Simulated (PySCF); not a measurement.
**Dipole response of Rb (rubidium, neutral)**

[Kr] 5s1, 2S determinant. Calculation: PySCF 2.14, in aug-cc-pwCVTZ-X2C with one added diffuse shell each of s, p, d, f type (11s10p8d4f, 109 functions); scalar relativity by spin-free X2C-1e. Coupled (time-dependent) response in atomic units; α is the mean over directions.

```
method  mean α (bohr³)  C₆ (like pair)   S(−4)
   UHF           481.8            8513  213800
   PBE           362.5            5623  121200
  PBE0           395.8            6389  144200
```

S(−4) is the Cauchy moment in α(ω) = α(0) + S(−4) ω² + …

Reference α: 319.8 ± 0.3 bohr³ (recommended; Schwerdtfeger and Nagle, table of static dipole polarizabilities (2023 update)). Published C₆: 4769 (Chu and Dalgarno (2004); Tang, Norbeck and Certain (1976)).

Hartree-Fock lies above the reference because it lacks correlation, which contracts the outer shell.

α(iu) at PBE0:

| u (hartree) | α(iu) (bohr³) |
| --- | --- |
| 0 | 395.8 |
| 0.0500 | 209.4 |
| 0.100 | 91.13 |
| 0.200 | 33.24 |
| 0.300 | 19.50 |
| 0.500 | 10.96 |
| 0.750 | 7.029 |
| 1.00 | 4.962 |
| 1.50 | 2.825 |
| 2.00 | 1.800 |
| 3.00 | 0.9025 |
| 5.00 | 0.3573 |

A single London oscillator, α(iu) = α/(1 + u²/ω²), gives C₆ = (3/4) ω α². Matching the computed C₆ needs ω = 4 × 6389 / (3 × 395.8²) = 0.0544 hartree.
